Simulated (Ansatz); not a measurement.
`C[O][In]([NH2])[SH]` + H₂O → `[NH2][In]([OH])[SH]` + CH₃OH  (formal hydrolysis of the In–O bond)

Isolated molecules relaxed with PBE0-D4/def2-TZVP in Ansatz; ΔE leaves out vibrations. CCSD(T)/CBS is the MP2 limit (def2-TZVPP, def2-QZVPP) plus CCSD(T) − MP2 in def2-TZVPP, frozen cores. This one scheme is used for every species. DFT in def2-TZVPP. B3LYP here is the variant with VWN-RPA as its local correlation; programs differ in this. Elements past krypton have def2 core potentials. For In outer-core shells are correlated without core-valence functions, which leaves a few kJ/mol of doubt a bond. Each species was taken in one conformer, which may not be the lowest.

`C[O][In]([NH2])[SH]`:

```xyz
11

C    -1.219   -0.365   -1.563
O    -0.793   -0.817   -0.308
In    0.552    0.171    0.765
N     0.896   -0.556    2.605
S     1.423    2.178   -0.160
H    -1.953   -1.075   -1.960
H    -0.401   -0.300   -2.295
H    -1.707    0.619   -1.520
H     0.705   -1.542    2.713
H     1.797   -0.347    3.008
H     0.702    2.034   -1.286
```

H₂O:

Z-matrix (Å, degrees):
```
O
H 1 0.960
H 1 0.960 2 105.1
```

`[NH2][In]([OH])[SH]`:

```xyz
8

N    -0.367    0.115   -1.658
In   -0.085   -0.085    0.324
O    -1.719   -0.471    1.375
S     2.018   -0.097    1.435
H     0.294    0.698   -2.150
H    -1.305    0.383   -1.926
H    -1.542   -0.655    2.300
H     2.707    0.112    0.301
```

CH₃OH:

Z-matrix (Å, degrees):
```
C
O 1 1.409
H 1 1.097 2 112.4
H 1 1.090 2 107.0 3 -118.5
H 1 1.097 2 112.4 3 123.0
H 2 0.959 1 108.5 3 -61.6
```

```json
{"level": "revPBE-D4", "ΔE (eV)": "-0.02"}
{"level": "B97M-V", "ΔE (eV)": "-0.04"}
{"level": "B2PLYP", "ΔE (eV)": "-0.07"}
{"level": "PBE-QIDH", "ΔE (eV)": "-0.05"}
{"level": "PBE", "ΔE (eV)": "-0.07"}
{"level": "B3LYP", "ΔE (eV)": "-0.10"}
{"level": "r2SCANh", "ΔE (eV)": "-0.05"}
{"level": "CCSD/CBS(def2)", "ΔE (eV)": "-0.02"}
```

(1) What does CCSD(T)/CBS give? (Estimate.)

Largest T1 diagnostic among the species: 0.015.

Answers

(1) Ansatz gave: -0.01 eV. The listed levels differ from it by -0.01, -0.03, -0.06, -0.04, -0.06, -0.09, -0.04, -0.01 eV.

The D4 term adds +0.06 eV with B3LYP and +0.04 eV with PBE0; it sums over pairs of atoms, weighted by their polarisabilities, and B3LYP, whose exchange is more repulsive, gets the larger term. In def2-TZVPP, CCSD(T) changes the Hartree–Fock value by +0.09 eV (the triples alone add +0.02 eV) and MP2 by +0.10 eV. Leaving LDA and LC-ωPBE aside and taking each functional with its dispersion term where it has one, the values spread over 0.04 eV, from B2PLYP to revPBE-D4. LDA lies +0.05 eV from PBE without D4.
